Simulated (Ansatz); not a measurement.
Reaction (ligand exchange at the Hf–O bond): `C[O][Hf]([OH])([SeH])[O]C` + H–F → `C[O][Hf]([F])([SeH])[O]C` + H₂O

Isolated molecules relaxed with PBE0-D4/def2-TZVP in Ansatz; ΔE leaves out vibrations. CCSD(T)/CBS adds triple-zeta CCSD(T) − MP2 to the extrapolated MP2 energy (def2 sets, frozen cores). This one scheme is used for every species. def2 core potentials past Kr. For Hf, Se outer-core shells are correlated without core-valence functions, which leaves a few kJ/mol of doubt a bond. Scalar relativity is left out up to krypton. Each species was taken in one conformer, which may not be the lowest.

```
          level  ΔE (kJ/mol)
    HF/def2-SVP        -52.8
CCSD/def2-TZVPP        -49.7
```

Task: What does CCSD(T)/CBS give? (An estimate is asked.)

Result: Ansatz gave: -49.0 kJ/mol. The listed levels differ from it by -3.8, -0.7 kJ/mol.

Largest T1 diagnostic among the species: 0.014.

In def2-TZVPP, CCSD(T) changes the Hartree–Fock value by +5.4 kJ/mol (the triples alone add +0.3 kJ/mol) and MP2 by +8.4 kJ/mol. Leaving LDA and LC-ωPBE aside and taking each functional with its dispersion term where it has one, the values, not all of them listed here, spread over 8.5 kJ/mol, from B97M-V to PBE-QIDH. LDA lies +8.7 kJ/mol from PBE without D4.
